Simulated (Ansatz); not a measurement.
CH$_{5}$O$_{2}$Y, SMILES `[CH3][Y]([OH])[OH]`, relaxed with RKS PBE0-D4/def2-TZVP in Ansatz from a GFN2-xTB geometry. The force threshold is 0.005 eV/Å; the program also tests the step.

The species carries charge 0 and has multiplicity 1. Y: def2 effective core potential.

Start:

```xyz
9

C     1.768    0.073    0.297
Y    -0.530   -0.275    0.550
O    -1.286   -1.500   -0.812
O    -1.614    1.367    0.303
H     1.854    0.624   -0.649
H     2.244    0.675    1.072
H     2.342   -0.850    0.192
H    -2.215   -1.462   -1.072
H    -2.562    1.348    0.118
```

```csv
step,energy (eV),largest force (eV/Å),largest move (Å)
1,-6254.5520,1.202,0.000
2,-6254.6504,1.891,0.197
3,-6254.7031,2.031,0.193
4,-6254.8729,0.444,0.200
5,-6254.9395,0.159,0.200
6,-6254.9489,1.340,0.196
7,-6255.0127,0.099,0.200
8,-6255.0210,0.084,0.123
9,-6255.0253,0.108,0.080
10,-6255.0258,0.076,0.040
11,-6255.0263,0.043,0.019
12,-6255.0265,0.003,0.016
13,-6255.0266,0.010,0.025
14 (rejected),-6255.0266,0.021,0.016
15,-6255.0266,0.002,0.008
```

End:

```xyz
9

C     1.675    0.101    0.203
Y    -0.690   -0.143    0.151
O    -1.383   -1.771   -0.825
O    -1.748    1.530    0.557
H     2.040    0.609   -0.702
H     2.034    0.709    1.044
H     2.216   -0.853    0.247
H    -1.810   -2.458   -1.328
H    -2.333    2.276    0.653
```

It took 35 s on 4 threads of an Arm Neoverse V1 on a shared host, with 0.35 GiB of host memory at the peak.
